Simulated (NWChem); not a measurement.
CH$_{2}$BF$_{3}$O$_{2}$; SMILES FC(F)(B(O)O)F

```xyz
9

B     -0.0365     0.9924     0.0001
C     -0.0108    -0.6231     0.0001
F     -0.5983    -1.1460    -1.0809
F     -0.6046    -1.1467     1.0772
F      1.2697    -1.0667     0.0036
O     -1.2343     1.6006     0.0001
H     -1.1644     2.5623    -0.0001
O      1.1277     1.6764    -0.0001
H      1.8964     1.0938     0.0002
```
Atoms are numbered in this order, from 1.

Level: PBE0/def2-SVP (NWChem), optimised geometry, unscaled harmonic frequencies. 

Task: List the harmonic frequencies with IR intensities, and the thermochemistry.

Result: 
```tsv
frequency (cm⁻¹)	IR intensity (km/mol)
32	0.4
188	3.9
194	0.4
328	12.2
394	1.5
493	10.8
564	3.9
566	183.7
568	59.6
614	6.7
696	74.2
772	8.3
1008	166.1
1020	93.1
1181	156.0
1207	279.4
1217	386.0
1480	78.5
1543	280.9
3888	155.5
3895	79.7
```

- zero-point energy = 31.2 kcal/mol
- thermal correction to the enthalpy at 298.15 K (with zero-point energy) = 36.1 kcal/mol
- heat capacity Cv = 23.3 cal/(mol K)
- entropy at 298.15 K and 1 atm (symmetry number 1) = 83.4 cal/(mol K)
- dipole moment = 2.56 D

Rigid rotor and harmonic oscillator; modes under 100 cm⁻¹ make the entropy uncertain.
